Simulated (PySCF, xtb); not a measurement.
InF, SMILES [F][In] (connectivity only; charge and spin as stated), neutral, multiplicity 1.

GFN2-xTB run with xtb at its own geometry gives an orbital gap of 5.99 eV and a dipole moment of 4.92 D.

Geometry: r2SCAN-D4/def2-TZVP. The def2 effective core potentials stand for the cores of In; spin–orbit coupling is left out.

Question: What does PBE/def2-TZVPD (PySCF) give? (Estimate from the structure and the level; the computed values follow.)

Answer: gap 4.27 eV (levels -6.53 and -2.26 eV), dipole 3.16 D.
